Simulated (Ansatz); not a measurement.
Molecule: trichloro(prop-2-enyl)germane, C3H5Cl3Ge (charge 0, singlet). 
Structure (B3LYP-D3(BJ)/def2-TZVP (Ansatz, a first-principles code) minimum search):
```
C
H 1 1.0903
H 1 1.0911 2 108.95
C 1 1.4896 2 112.56 3 125.81
C 4 1.3276 1 124.32 2 14.90
H 5 1.0816 4 121.31 1 178.93
H 5 1.0837 6 116.99 4 179.92
H 4 1.0849 5 119.60 6 0.79
Ge 1 1.9651 2 105.62 3 -112.61
Cl 9 2.1525 1 111.06 2 -57.03
Cl 9 2.1563 1 111.00 2 -177.00
Cl 9 2.1574 1 111.10 2 63.02
```
Charge 0, spin multiplicity 1.

Dipole moments at this geometry, in debye (magnitudes).

```
level                 program  dipole (D)
--------------------  -------  ----------
SVWN5/def2-TZVPD       Ansatz        2.74
PBE/def2-TZVPD         Ansatz        2.71
BLYP/def2-TZVPD        Ansatz        2.74
revPBE/def2-TZVPD      Ansatz           ?
r2SCAN/def2-TZVPD      Ansatz        2.73
B3LYP/def2-TZVPD       Ansatz        2.75
PBE0/def2-TZVPD        Ansatz        2.73
BHLYP/def2-TZVPD       Ansatz        2.77
r2SCAN0/def2-TZVPD     Ansatz        2.74
CAM-B3LYP/def2-TZVPD   Ansatz        2.74
LC-wPBE/def2-TZVPD     Ansatz        2.71
wB97M-V/def2-TZVPD     Ansatz        2.66
CCSD(T)/def2-SVPD      Ansatz           ?
```

Complete the blanks.


- revPBE/def2-TZVPD, dipole (D): 2.70
- CCSD(T)/def2-SVPD, dipole (D): 2.62
